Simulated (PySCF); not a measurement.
C₃H₈Ge.

```xyz
12

Ge     0.4238    -0.5012     0.0000
C     -1.4167    -1.1494     0.0000
C      0.4488     1.4420     0.0000
C     -0.6545     2.1954     0.0000
H      1.1749    -1.0225    -1.2452
H      1.1749    -1.0225     1.2452
H     -1.9504    -0.7944     0.8936
H     -1.4332    -2.2486     0.0000
H     -1.9504    -0.7944    -0.8936
H      1.4247     1.9443     0.0000
H     -1.6592     1.7575     0.0000
H     -0.6099     3.2906     0.0000
```
Charge 0, spin multiplicity 1.

Coordinates come from a PBE0-D3(BJ)/def2-SVP optimisation. The structure was generated by enumeration, and PubChem lists no compound with its InChIKey, so it may never have been made. The values are those of a single conformer.

All values below come from PBE0/pcSseg-1 (PySCF). Non-relativistic, no solvent.

Problem. Give the absolute GIAO shielding of each atom: isotropic value and principal components (ppm). (The exact figures need the calculation; the answer reports its results.)

Solution. 
```json
[
 {"atom": "Ge1", "σ(iso)": "1483.1", "σ11": "1389.0", "σ22": "1471.2", "σ33": "1589.0", "span": "200.0"},
 {"atom": "C2", "σ(iso)": "194.3", "σ11": "190.8", "σ22": "194.1", "σ33": "198.2", "span": "7.4"},
 {"atom": "C3", "σ(iso)": "40.8", "σ11": "-76.9", "σ22": "27.5", "σ33": "171.9", "span": "248.7"},
 {"atom": "C4", "σ(iso)": "43.7", "σ11": "-83.0", "σ22": "51.3", "σ33": "162.8", "span": "245.8"},
 {"atom": "H5", "σ(iso)": "27.0", "σ11": "20.9", "σ22": "22.0", "σ33": "38.0", "span": "17.1"},
 {"atom": "H6", "σ(iso)": "27.0", "σ11": "20.9", "σ22": "22.0", "σ33": "38.0", "span": "17.1"},
 {"atom": "H7", "σ(iso)": "30.9", "σ11": "26.0", "σ22": "27.9", "σ33": "38.8", "span": "12.8"},
 {"atom": "H8", "σ(iso)": "30.9", "σ11": "25.7", "σ22": "27.7", "σ33": "39.4", "span": "13.7"},
 {"atom": "H9", "σ(iso)": "30.9", "σ11": "26.0", "σ22": "27.9", "σ33": "38.8", "span": "12.8"},
 {"atom": "H10", "σ(iso)": "24.8", "σ11": "23.3", "σ22": "23.4", "σ33": "27.5", "span": "4.2"},
 {"atom": "H11", "σ(iso)": "25.3", "σ11": "21.9", "σ22": "23.5", "σ33": "30.5", "span": "8.6"},
 {"atom": "H12", "σ(iso)": "24.9", "σ11": "22.0", "σ22": "24.0", "σ33": "28.8", "span": "6.9"}
]
```
